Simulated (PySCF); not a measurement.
A side-by-side comparison of computed properties.

First species: C3H10ClPSi2.
Numbering: `[CH2:1]=[C:2]([CH3:3])[SiH2:4][PH:5][SiH2:6][Cl:7]` (hydrogens: H8, H9 on C1; H10, H11, H12 on C3; H13, H14 on Si4; H15 on P5; H16, H17 on Si6)

Second species: C3H10ClPSi2.
Cartesian coordinates in Å at the GFN2-xTB level; atoms count from 1:
```
atom  x, y, z in Å
Cl1    3.608    2.213    0.252
Si2    3.313    0.224    0.163
P3     1.234   -0.193    0.848
Si4    0.007    0.695   -0.811
C5    -1.789    0.241   -0.464
C6    -2.147   -1.140    0.013
C7    -2.251    0.014    0.949
H8     3.624   -0.201   -1.202
H9     4.221   -0.425    1.108
H10    1.239   -1.489    0.370
H11    0.193    2.149   -0.758
H12    0.401    0.198   -2.139
H13   -2.514    0.705   -1.122
H14   -1.347   -1.848    0.173
H15   -3.055   -1.591   -0.361
H16   -3.231    0.369    1.233
H17   -1.515    0.088    1.738
```

Levels: CAM-B3LYP/def2-SVPD for dipole moment, HOMO energy, LUMO energy, HOMO–LUMO gap, static isotropic polarisability and electronic spatial extent ⟨r²⟩ about the centre of nuclear charge; TDDFT CAM-B3LYP/def2-SVPD for lowest singlet excitation; TDA CAM-B3LYP/def2-SVPD for lowest triplet excitation (Tamm–Dancoff); GFN2-xTB for rotational constant A and rotational constant C. Geometries: GFN2-xTB. All species are isolated and taken at one optimised geometry, non-relativistic unless stated. Electronic properties by PySCF.

The conformers computed, where there is a choice (atom-mapped SMILES and torsion angles):
- `[CH2:1]=[C:2]([CH3:3])[SiH2:4][PH:5][SiH2:6][Cl:7]`: C1–C2–Si4–P5 -10°, C2–Si4–P5–Si6 -84°, Si4–P5–Si6–Cl7 78°
- `[Cl:1][SiH2:2][PH:3][SiH2:4][CH:5]1[CH2:6][CH2:7]1`: Cl1–Si2–P3–Si4 68°, Si2–P3–Si4–C5 174°, P3–Si4–C5–C6 -42°

| property | column X | column Y |
| --- | --- | --- |
| dipole moment | 1.97 D | 1.32 D |
| HOMO energy | -8.59 eV | -8.60 eV |
| LUMO energy | 0.77 eV | 0.72 eV |
| HOMO–LUMO gap | 9.36 eV | 9.32 eV |
| lowest singlet excitation | 6.06 eV | 6.05 eV |
| lowest triplet excitation (Tamm–Dancoff) | 5.42 eV | 4.27 eV |
| static isotropic polarisability | 125.6 au | 127.7 au |
| electronic spatial extent ⟨r²⟩ about the centre of nuclear charge | 2264 bohr² | 1927 bohr² |
| rotational constant A | 2.939 GHz | 1.572 GHz |
| rotational constant C | 0.495 GHz | 0.614 GHz |

Which column belongs to which species?

Column X is the second species and column Y the first. The first has 17 atoms and 88 electrons, the second 17 and 88.

How does each property change from the first species to the second?

dipole moment +0.65 D; HOMO energy +0.01 eV; LUMO energy +0.05 eV; HOMO–LUMO gap +0.04 eV; lowest singlet excitation +0.01 eV; lowest triplet excitation (Tamm–Dancoff) +1.15 eV; static isotropic polarisability -2.1 au; electronic spatial extent ⟨r²⟩ about the centre of nuclear charge +337 bohr²; rotational constant A +1.367 GHz; rotational constant C -0.119 GHz.

On the first: The dipole equals about 4.4 × 10⁻³⁰ C·m (1 D = 3.33564 × 10⁻³⁰ C·m). In wavenumbers S1 is 48800 cm⁻¹ (1 eV = 8065.54 cm⁻¹).

On the second: The vertical singlet–triplet gap S1 − T1 is 0.64 eV (TDDFT singlet less Tamm–Dancoff triplet; S1: HOMO→LUMO, weight 0.80; T1: HOMO→LUMO, weight 0.32, beside HOMO→LUMO+2, weight 0.22). In atomic units the dipole is 0.78 e·bohr (1 au = 2.5417 D).
